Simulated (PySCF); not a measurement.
**Atomic charges by several schemes**

Species: AlCl2(iPr), C3H7AlCl2.
Z-matrix (Å and degrees, PBE0-D3(BJ)/def2-SVP geometry), rows numbered from 1:
```
Al
Cl  1  2.0994
Cl  1  2.1012  2  116.49
C   1  1.9525  2  124.14  3  -178.63
C   4  1.5305  1  111.08  2  -133.25
C   4  1.5330  1  109.86  2   102.88
H   4  1.1051  1  106.76  2   -14.58
H   5  1.1021  4  112.52  1    61.25
H   5  1.1025  4  111.61  1   -59.40
H   5  1.1043  4  110.92  1  -178.71
H   6  1.1044  4  110.84  1   179.44
H   6  1.1023  4  112.59  1   -60.66
H   6  1.1031  4  111.73  1    60.51
```

Density: PBE0/pcSseg-1 (pcSseg-2 on Al) (PySCF); schemes: Mulliken, IAO, Hirshfeld and ESP-fitted. The structure is a single PBE0-D3(BJ)/def2-SVP conformer in the gas phase; no vibrational or solvent corrections.

Q: Atoms with like bonding are taken together and averaged. At which atom do the 4 schemes differ most?

A: At C4: from -0.606 (Mulliken) to +0.188 e (ESP-fitted), 0.794 e apart.

Q: Do the Mulliken, IAO, Hirshfeld and ESP-fitted schemes agree on where the charge is lowest?

A: The schemes don't all agree: Mulliken C4 (-0.606); IAO C4 (-0.453); Hirshfeld Cl2/Cl3 (-0.203); ESP-fitted Cl2/Cl3 (-0.292).

Q: For which atoms does the sign change between the 4 schemes (beyond +0.03 e in one, beyond −0.03 e in another)?

A: C4 and H7.

Q: Tabulate the Mulliken, IAO, Hirshfeld and ESP-fitted charges.

A: In e; atoms taken as equivalent share a row and are averaged (×n: the atom named and its like, n in all):

| atom | environment | Mulliken | IAO | Hirshfeld | ESP-fitted |
| --- | --- | --- | --- | --- | --- |
| Al1 | aluminium bonded to C and 2 Cl | +0.854 | +0.985 | +0.522 | +0.629 |
| Cl2/Cl3 | chlorine bonded to Al | -0.317 | -0.348 | -0.203 | -0.292 |
| C4 | carbon bonded to Al, 2 C and H | -0.606 | -0.453 | -0.154 | +0.188 |
| C5/C6 | carbon bonded to C and 3 H | -0.258 | -0.399 | -0.116 | -0.283 |
| H7 | hydrogen on C4 | +0.150 | +0.145 | +0.033 | -0.068 |
| H8 (×6) | hydrogen on C5 | +0.125 | +0.136 | +0.040 | +0.067 |

Mean size of the charges over all atoms: IAO 0.300 e, Mulliken 0.270 e, ESP-fitted 0.187 e, Hirshfeld 0.122 e. Each set sums to the total charge, 0, to within 0.001 e. The Hirshfeld scheme divides the density at each point in proportion to the densities of the neutral, spherically averaged free atoms.

Some averages cover members that differ in this geometry: H8 (×6), ESP-fitted +0.040 to +0.080 e.

Q: How many electrons does the IAO scheme count on C4?

A: Z − q = 6 − (-0.453) = 6.453.

Q: How closely do the schemes follow one another over all atoms?

A: Correlation coefficient and root-mean-square difference: Mulliken with IAO 0.98, 0.080 e; IAO with Hirshfeld 0.97, 0.210 e; Mulliken with Hirshfeld 0.95, 0.183 e; Hirshfeld with ESP-fitted 0.87, 0.129 e; IAO with ESP-fitted 0.83, 0.223 e; Mulliken with ESP-fitted 0.72, 0.241 e.

These values come from a run that also computed NMR shieldings. Hardware: one thread, Arm Neoverse V1 (aarch64) (shared host). Cost: 26 s of wall time (with the writing of density and orbital grids), 1.0 GiB resident at most.
